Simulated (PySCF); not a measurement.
CH₄BI, SMILES CBI. Atoms are numbered in the order given.

```xyz
7

B      0.6641    -1.4036     0.0000
H      1.8609    -1.5197     0.0000
I     -0.0339     0.6245     0.0000
C     -0.3074    -2.6151     0.0000
H     -0.0801    -3.2502     0.8774
H     -0.0801    -3.2502    -0.8774
H     -1.3781    -2.3710     0.0000
```
Charge 0, spin multiplicity 1.

Geometry: B3LYP-D3(BJ)/def2-SVP. The def2 effective core potentials stand for the cores of I; spin–orbit coupling is left out.

The numbers are results of PBE0/def2-TZVPD (PySCF), not measurements.

The molecule is in vacuum.

```yaml
total_energy: -363.03948 hartree
point_group: Cs
highest_occupied_level: -7.38 eV
lowest_empty_level: -1.67 eV
orbital_gap: 5.71 eV
dipole_moment: 1.52 D
quadrupole, principal values (traceless, Buckingham form, about the centre of nuclear charge): -3.44, -1.06, 4.50 D·Å
mean_static_polarisability: 64.7 bohr³ (9.59 Å³)
polarisability_principal_values: 52.1, 58.0, 84.0 bohr³
```
